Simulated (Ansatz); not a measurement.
Isolated molecules relaxed with PBE0-D4/def2-TZVP in Ansatz; ΔE leaves out vibrations. CCSD(T)/CBS adds triple-zeta CCSD(T) − MP2 to the extrapolated MP2 energy (def2 sets, frozen cores). This one scheme is used for every species, atoms too. For atomizations the MP2-based limit and the directly extrapolated one differ by several kJ/mol either way, and by 10 to 25 for some Ge, Se and Sn compounds, so smaller differences from it don't rank the levels. Functionals use def2-TZVPP. B3LYP here is the variant with VWN-RPA as its local correlation; programs differ in this. No spin–orbit coupling; open shells (•) take unrestricted orbitals. Spin–orbit coupling would lower the free atoms: a little for B, C. Bonds to Zn are less sure, by a few kJ/mol each and by 10 to 20 or more in all where they break to atoms, as the def2 sets lack core-valence functions. Scalar relativity is left out up to krypton. One conformer a species, not always the lowest.

Consider the atomization: `PB1C[N]1[ZnH]` → B• + C• + 5 H• + N• + P• + Zn (atom).

(1) What is ΔE at CCSD(T)/CBS? (Best estimate.)

(2) What do these levels give: ωB97X-V, B3LYP, CAM-B3LYP, LC-ωPBE, CCSD/def2-TZVPP, SCS-MP2/def2-QZVPP? (Estimate.)

(3) What do rigid-rotor, harmonic-oscillator terms from PBE0-D4/def2-TZVP frequencies (298.15 K, 1 bar) make of the CCSD(T)/CBS value? (Estimate.)

Largest T1 diagnostic among the species: 0.017.

Results:

(1) Computed: +3177.5 kJ/mol.

(2) The calculation gave: ωB97X-V 3248.3, B3LYP 3175.3, CAM-B3LYP 3213.6, LC-ωPBE 3236.1, CCSD/def2-TZVPP 3025.7, SCS-MP2/def2-QZVPP 3203.4 kJ/mol.

(3) Computed: ΔZPE = -158.0 kJ/mol, ΔH = +3059.7 kJ/mol, ΔS = 1001 J/(mol·K), ΔG = +2761.2 kJ/mol. Open shells count their whole term as degenerate.

Leaving LDA and LC-ωPBE aside and taking each functional with its dispersion term where it has one, the values, not all of them listed here, spread over 187.4 kJ/mol, from BHLYP-D4 to PBE-D4. LDA lies +459.9 kJ/mol from PBE without D4, its usual overbinding. From BLYP to BHLYP (50 % exact exchange), in def2-TZVPP and without D4, ΔE moves by −78.3 kJ/mol: exact exchange takes away binding that semilocal exchange gives to molecules.
